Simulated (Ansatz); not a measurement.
## Molecular dynamics of BClF2H2O

Input file:

```yaml
crystal:
  periodic: [false, false, false]
  atoms:
    - { symbol: B, position_ang: [-0.411377, 0.540864, -0.075737] }
    - { symbol: O, position_ang: [0.963726, 0.003306, -0.316619] }
    - { symbol: F, position_ang: [-1.278149, 0.302332, -1.04858] }
    - { symbol: F, position_ang: [-0.464896, 1.63175, 0.656596] }
    - { symbol: H, position_ang: [0.725839, -0.816191, 0.52564] }
    - { symbol: Cl, position_ang: [-0.539427, -1.215357, 1.440193] }
    - { symbol: H, position_ang: [1.004384, -0.446602, -1.181694] }
basis:
  gaussian: { orbitals: "6-31G*" }
hamiltonian:
  xc: b3lyp
  dispersion: d4
md:
  timestep: 0.5
  n_steps: 200
  ensemble: nve
  temperature: 100.0
  initial_velocities: maxwell_boltzmann
  seed: 2372
```

Launched with:

```bash
$ ansatz run input.yaml --threads 2 --pin off --max-ram 3072MiB --backend cpu --events-out ev --progress --plain --runs-dir out
```

It starts at the highest image of a converged band, a first-order saddle point between two minima.

Output, in part (step lines, the closing report, with atoms numbered from 0):

```
md step     0: t =     0.00 fs  T =   100.0 K  F+E_penalty+E_count = -20715.91547852 eV  E_kin = 0.064630 eV  conserved = -20715.85084852 eV  (24 SCF iters)
md step     1: t =     0.50 fs  T =    98.3 K  F+E_penalty+E_count = -20715.91435407 eV  E_kin = 0.063524 eV  conserved = -20715.85082992 eV  (23 SCF iters)
md step     2: t =     1.00 fs  T =    93.7 K  F+E_penalty+E_count = -20715.91135484 eV  E_kin = 0.060572 eV  conserved = -20715.85078288 eV  (24 SCF iters)
md step     3: t =     1.50 fs  T =    87.4 K  F+E_penalty+E_count = -20715.90720677 eV  E_kin = 0.056480 eV  conserved = -20715.85072647 eV  (23 SCF iters)
md step     4: t =     2.00 fs  T =    80.6 K  F+E_penalty+E_count = -20715.90278040 eV  E_kin = 0.052096 eV  conserved = -20715.85068411 eV  (23 SCF iters)
md step     5: t =     2.50 fs  T =    74.4 K  F+E_penalty+E_count = -20715.89873253 eV  E_kin = 0.048062 eV  conserved = -20715.85067060 eV  (23 SCF iters)
md step     6: t =     3.00 fs  T =    69.0 K  F+E_penalty+E_count = -20715.89528021 eV  E_kin = 0.044596 eV  conserved = -20715.85068372 eV  (23 SCF iters)
md step     7: t =     3.50 fs  T =    64.3 K  F+E_penalty+E_count = -20715.89223220 eV  E_kin = 0.041526 eV  conserved = -20715.85070667 eV  (24 SCF iters)
[... lines left out ...]
Total energy: -20716.67774775 eV, -761.3238649614 hartree
Atom 0 at    -0.154230     1.031114    -0.608958 Å, force    -0.816344     0.015692     1.300827 eV/Å
Atom 1 at     1.094410     0.792724    -1.007088 Å, force     0.884162     0.507862    -0.019633 eV/Å
Atom 2 at    -1.226661     0.388486    -1.079767 Å, force     0.171338     0.286510    -0.163782 eV/Å
Atom 3 at    -0.330931     1.874926     0.427889 Å, force     0.009058    -0.459984    -0.799354 eV/Å
Atom 4 at    -1.698712    -1.626441     2.908081 Å, force     1.345465    -0.347160    -1.249932 eV/Å
Atom 5 at    -0.714498    -1.896205     2.004077 Å, force    -1.329562     0.378882     1.208858 eV/Å
Atom 6 at     1.258691     0.313869    -1.819283 Å, force    -0.264115    -0.381802    -0.276983 eV/Å
Dipole moment:    -0.056188    -0.156005    -0.185863 e Å
```

The steps, from the saved trajectory:

```json
{"time (fs)": "0", "T (K)": "100", "potential energy less start (eV)": "0.000", "conserved less start (meV/atom)": "0.00"}
{"time (fs)": "3", "T (K)": "69", "potential energy less start (eV)": "0.020", "conserved less start (meV/atom)": "0.02"}
{"time (fs)": "6", "T (K)": "44", "potential energy less start (eV)": "0.037", "conserved less start (meV/atom)": "0.03"}
{"time (fs)": "9", "T (K)": "69", "potential energy less start (eV)": "0.020", "conserved less start (meV/atom)": "0.01"}
{"time (fs)": "12", "T (K)": "81", "potential energy less start (eV)": "0.013", "conserved less start (meV/atom)": "0.02"}
{"time (fs)": "15", "T (K)": "87", "potential energy less start (eV)": "0.009", "conserved less start (meV/atom)": "0.04"}
{"time (fs)": "18", "T (K)": "195", "potential energy less start (eV)": "-0.061", "conserved less start (meV/atom)": "0.04"}
{"time (fs)": "21", "T (K)": "447", "potential energy less start (eV)": "-0.224", "conserved less start (meV/atom)": "-0.01"}
{"time (fs)": "24", "T (K)": "638", "potential energy less start (eV)": "-0.347", "conserved less start (meV/atom)": "0.05"}
{"time (fs)": "27", "T (K)": "934", "potential energy less start (eV)": "-0.540", "conserved less start (meV/atom)": "-0.12"}
{"time (fs)": "30", "T (K)": "927", "potential energy less start (eV)": "-0.534", "conserved less start (meV/atom)": "0.04"}
{"time (fs)": "33", "T (K)": "1087", "potential energy less start (eV)": "-0.638", "conserved less start (meV/atom)": "-0.07"}
{"time (fs)": "36", "T (K)": "1096", "potential energy less start (eV)": "-0.643", "conserved less start (meV/atom)": "0.06"}
{"time (fs)": "39", "T (K)": "1152", "potential energy less start (eV)": "-0.680", "conserved less start (meV/atom)": "-0.10"}
{"time (fs)": "42", "T (K)": "1012", "potential energy less start (eV)": "-0.589", "conserved less start (meV/atom)": "0.08"}
{"time (fs)": "45", "T (K)": "1191", "potential energy less start (eV)": "-0.705", "conserved less start (meV/atom)": "-0.09"}
{"time (fs)": "48", "T (K)": "1221", "potential energy less start (eV)": "-0.724", "conserved less start (meV/atom)": "0.07"}
{"time (fs)": "51", "T (K)": "1349", "potential energy less start (eV)": "-0.808", "conserved less start (meV/atom)": "-0.07"}
{"time (fs)": "54", "T (K)": "1297", "potential energy less start (eV)": "-0.774", "conserved less start (meV/atom)": "0.05"}
{"time (fs)": "57", "T (K)": "1419", "potential energy less start (eV)": "-0.853", "conserved less start (meV/atom)": "-0.11"}
{"time (fs)": "60", "T (K)": "1306", "potential energy less start (eV)": "-0.779", "conserved less start (meV/atom)": "0.04"}
{"time (fs)": "63", "T (K)": "1242", "potential energy less start (eV)": "-0.738", "conserved less start (meV/atom)": "-0.02"}
{"time (fs)": "66", "T (K)": "1150", "potential energy less start (eV)": "-0.679", "conserved less start (meV/atom)": "0.04"}
{"time (fs)": "69", "T (K)": "1262", "potential energy less start (eV)": "-0.751", "conserved less start (meV/atom)": "-0.06"}
{"time (fs)": "72", "T (K)": "1313", "potential energy less start (eV)": "-0.784", "conserved less start (meV/atom)": "-0.01"}
{"time (fs)": "75", "T (K)": "1356", "potential energy less start (eV)": "-0.812", "conserved less start (meV/atom)": "-0.01"}
{"time (fs)": "78", "T (K)": "1405", "potential energy less start (eV)": "-0.843", "conserved less start (meV/atom)": "0.00"}
{"time (fs)": "81", "T (K)": "1456", "potential energy less start (eV)": "-0.877", "conserved less start (meV/atom)": "-0.03"}
{"time (fs)": "84", "T (K)": "1395", "potential energy less start (eV)": "-0.838", "conserved less start (meV/atom)": "-0.08"}
{"time (fs)": "87", "T (K)": "1199", "potential energy less start (eV)": "-0.710", "conserved less start (meV/atom)": "0.04"}
{"time (fs)": "90", "T (K)": "1191", "potential energy less start (eV)": "-0.705", "conserved less start (meV/atom)": "-0.01"}
{"time (fs)": "93", "T (K)": "1201", "potential energy less start (eV)": "-0.712", "conserved less start (meV/atom)": "0.04"}
{"time (fs)": "96", "T (K)": "1314", "potential energy less start (eV)": "-0.785", "conserved less start (meV/atom)": "-0.10"}
{"time (fs)": "99", "T (K)": "1260", "potential energy less start (eV)": "-0.749", "conserved less start (meV/atom)": "0.06"}
```

All steps were run. The conserved energy stayed within 0.13 meV per atom of its start (net change 0.054 meV per atom), so the integration is sound. The kinetic energy rose, since the run started high on the potential surface and went downhill. It ends in pieces (BF2HO + ClH), so much of that is their flight and rotation, not heat. A run of 0.1 ps of so small a system gives no equilibrium averages. The orbitals stay closed-shell, which can raise the energy where a bond breaks towards radicals; this wasn't checked here.

Between its relaxed ends the band would form B1–Cl6, O2–H5 and break H5–Cl6. These pairs go: B1–Cl6 2.32 → 3.96 Å, O2–H5 1.20 → 5.38 Å, H5–Cl6 1.61 → 1.36 Å. In the last frame they stand as before the step (other bonds may differ from the relaxed reactants and products). It ends as BF2HO + ClH. Pairs count as bonded within 1.25 times the sum of covalent radii (0.12 Å more for H–H).

Last frame:

```xyz
7
Properties=species:S:1:pos:R:3
B -0.154 1.031 -0.609
O 1.094 0.793 -1.007
F -1.227 0.389 -1.080
F -0.331 1.875 0.428
H -1.699 -1.626 2.908
Cl -0.715 -1.896 2.004
H 1.259 0.314 -1.819
```

Time of the run: 3.9 min on 2 threads of AMD EPYC 7R13 Processor (Zen 3), on a shared host, peak memory 0.17 GiB.
